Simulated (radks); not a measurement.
The numbers below are computed, except where a source is named.
Hg VII, configuration [Xe] 4f14 5d6. Level of theory: Dirac Kohn-Sham, PBEsol, spin-unpolarised, spherical densities, finite nucleus; open shells fill j = l - 1/2 first; Fermi nuclear charge, rms radius 5.4648 fm (a radial shooting solver on a logarithmic mesh with Libxc functionals).

Normalised radial functions P(r) = r R(r) (large component), r in bohr:

| r | 5s1/2 | 6p1/2 |
|---|---|---|
| 0.002031 | 0.1413 | 0.0101 |
| 0.002731 | 0.1677 | 0.0141 |
| 0.003672 | 0.1936 | 0.0198 |
| 0.004936 | 0.2149 | 0.0282 |
| 0.006584 | 0.2248 | 0.0398 |
| 0.008852 | 0.2141 | 0.0562 |
| 0.0119 | 0.1704 | 0.0778 |
| 0.016 | 0.0830 | 0.1039 |
| 0.02151 | -0.0496 | 0.1300 |
| 0.02869 | -0.2016 | 0.1461 |
| 0.03858 | -0.3253 | 0.1365 |
| 0.05186 | -0.3261 | 0.0810 |
| 0.06973 | -0.1286 | -0.0265 |
| 0.093 | 0.2140 | -0.1485 |
| 0.125 | 0.4831 | -0.2060 |
| 0.1681 | 0.3410 | -0.1028 |
| 0.226 | -0.2389 | 0.1363 |
| 0.3039 | -0.7053 | 0.2960 |
| 0.4053 | -0.4256 | 0.1548 |
| 0.5449 | 0.4975 | -0.2279 |
| 0.7326 | 1.2092 | -0.4639 |
| 0.985 | 1.1483 | -0.2313 |
| 1.324 | 0.6180 | 0.3469 |
| 1.766 | 0.1975 | 0.7800 |
| 2.375 | 0.0319 | 0.7498 |
| 3.193 | 0.0022 | 0.3908 |
| 4.293 | 0.0001 | 0.1026 |
| 5.771 | 0.0000 | 0.0116 |

5s1/2: eigenvalue -203.32 eV, 4 radial nodes at r = 0.0194, 0.0783, 0.203, 0.470 bohr, <r> = 0.892 bohr, 90 % of the charge inside 1.27 bohr. 6p1/2 (empty): eigenvalue -59.446 eV, 4 radial nodes at r = 0.0655, 0.193, 0.461, 1.12 bohr, <r> = 2.13 bohr, 90 % of the charge inside 3.01 bohr.
